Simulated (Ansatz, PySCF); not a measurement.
Process, species as SMILES: O[Si](O)(O)[SiH3] -> O[Si](O)(O)[SiH2] + H atom (the H-Si bond at the site shown breaks; other sites are not compared here)
Structures are relaxed separately at B3LYP-D3(BJ)/def2-TZVP in Ansatz (an electronic-structure program), one conformer each, not searched for the lowest.

Property: bond dissociation energy (enthalpy at 298 K, with B3LYP-D3(BJ) rigid-rotor harmonic-oscillator terms from PySCF), in kcal/mol. Valence correlation only, unless marked. Open shells are spin-unrestricted. No spin-orbit coupling. Non-relativistic. CBS(X,Y): correlation extrapolated as X^-3; Hartree-Fock from the larger set.

CCSD(T)/CBS(cc-pV(T+d)Z,cc-pV(Q+d)Z) (Ansatz) gives 89.1 kcal/mol.

Another calculation gave 87.8 kcal/mol. Which level was it?
(A) SVWN5/def2-TZVPD (Ansatz)
(B) BHLYP/def2-TZVPD (Ansatz)
(C) HSE06/def2-TZVPD (Ansatz)

B, BHLYP/def2-TZVPD (Ansatz). The others give 84.1 (HSE06), 92.6 (SVWN5) kcal/mol.
